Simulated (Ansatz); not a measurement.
Born–Oppenheimer molecular dynamics of CH9ClO2Si3 (16 atoms, charge 0, multiplicity 1). It starts from a relaxed structure.

Computed with Ansatz 0.2.0, RKS r2SCAN-D4/STO-3G.

```yaml
ensemble: NVE (velocity Verlet)
time_step: 0.5 fs
steps_asked: 147
starting_velocities_drawn_for: 2000 K
masses: H 2.014 u
seed: 76519
```

First frame:

```xyz
16
Properties=species:S:1:pos:R:3
Si -0.597 0.042 0.372
C 0.190 0.126 2.067
H -0.571 0.224 2.849
H 0.786 -0.768 2.276
H 0.854 0.995 2.128
Cl 0.965 -0.496 -1.001
O -1.204 1.540 -0.022
Si -2.324 1.634 -1.310
H -3.647 1.226 -0.876
H -2.360 3.029 -1.688
H -1.930 0.826 -2.450
O -1.857 -1.039 0.181
Si -1.617 -2.703 0.461
H -0.944 -2.936 1.727
H -2.939 -3.288 0.501
H -0.842 -3.315 -0.601
```

(1) What does the run give?

(2) What happens to the structure?

(3) How do temperature and energy run in time?

Results:

(1) The run went to its last step.

| Property | Result |
| --- | --- |
| steps done | 147 |
| time covered | 73.5 fs |
| mean temperature over the second half | 924 K |
| spread of the potential energy over the second half | 16.8 meV per atom |
| mean potential energy of the second half above the start | 122.0 meV per atom |

The conserved energy stayed within 0.44 meV per atom of its start (net change 0.34 meV per atom), so the integration is sound. Over the second half the temperature averaged 0.46 of the 2000 K drawn at the start: a run that starts near a minimum puts about half its kinetic energy into the potential. A run of 0.073 ps of so small a system gives no equilibrium averages. Limits of this set-up: minimal basis.

(2) No bond is clearly made or broken; grazing contacts change: Si1–Si8 2.89 → 2.76 Å. Pairs count as bonded within 1.25 times the sum of covalent radii (0.12 Å more for H–H). The details hang on the random start.

(3) 
```
time (fs)  T (K)  potential energy less start (eV)  conserved less start (meV/atom)
        0   2000                             0.000                             0.00
        6    946                             1.914                             0.40
       12    948                             1.910                             0.33
       18   1360                             1.161                             0.22
       24    920                             1.960                             0.38
       30    951                             1.902                             0.22
       36   1001                             1.810                             0.13
       42    887                             2.016                             0.19
       48    762                             2.244                             0.28
       54    904                             1.989                             0.29
       60    764                             2.243                             0.42
       66   1237                             1.384                             0.17
       72    895                             2.004                             0.26
```

Run time: 15 min on 1 thread of Intel(R) Xeon(R) Platinum 8375C CPU @ 2.90GHz (Ice Lake), with other jobs on the host, peak memory 0.18 GiB.
